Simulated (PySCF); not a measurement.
**Computed properties of SeF3, SMILES F[Se+](F)F, charge +1**

SeF₃, SMILES F[Se+](F)F, charge +1. Coordinates come from a r2SCAN-D4/def2-SVP optimisation. The multiplicity is an assumed one; other spin states were not compared. The isomer is the one that the SMILES or the coordinates give; other isomers of the formula were not compared. One conformer was computed; it need not be the lowest. All values are computed for the isolated molecule unless a solvent is named; none is compared with measurement here.

**Structure.** The optimised structure has C3v symmetry. All 6 harmonic modes at r2SCAN-D4/def2-SVP (PySCF) are real, so it is a minimum. With heavy atoms numbered as in [Se+:1]([F:2])([F:3])[F:4], the shortest bond between them is Se1–F4 at 1.682 Å and the longest Se1–F3 at 1.682 Å.

**Vibrations.** The strongest infrared lines (harmonic, unscaled, degenerate partners summed) lie at 780 cm⁻¹ (152 km/mol, F 78 %, Se 22 %), 787 cm⁻¹ (28 km/mol, F 83 %, Se 17 %), 342 cm⁻¹ (23 km/mol, F 75 %, Se 25 %). The softest mode is at 268 cm⁻¹ and the zero-point energy is 4.6 kcal/mol.

**Electronic structure.** B3LYP/def2-TZVPD (PySCF) places the frontier levels at -18.80 and -10.07 eV, a gap of 8.73 eV and a mean polarisability of 24.9 bohr³.

**Excitations.** TDDFT-PBE0/def2-SVPD (PySCF) has S1 at 7.84 eV (158 nm, f = 0.078, bright); the most intense of the 10 singlets computed lies at 7.84 eV (f = 0.08). Strengths of degenerate partners are summed. T1 (TDA) is at 6.27 eV. No vertical singlet excitation falls in the visible range (under 3.1 eV).

**NMR.** GIAO shifts at HF/pcSseg-2 (PySCF) (non-relativistic, atoms alike by connectivity averaged): ¹⁹F at 49.9 ppm against CFCl3.
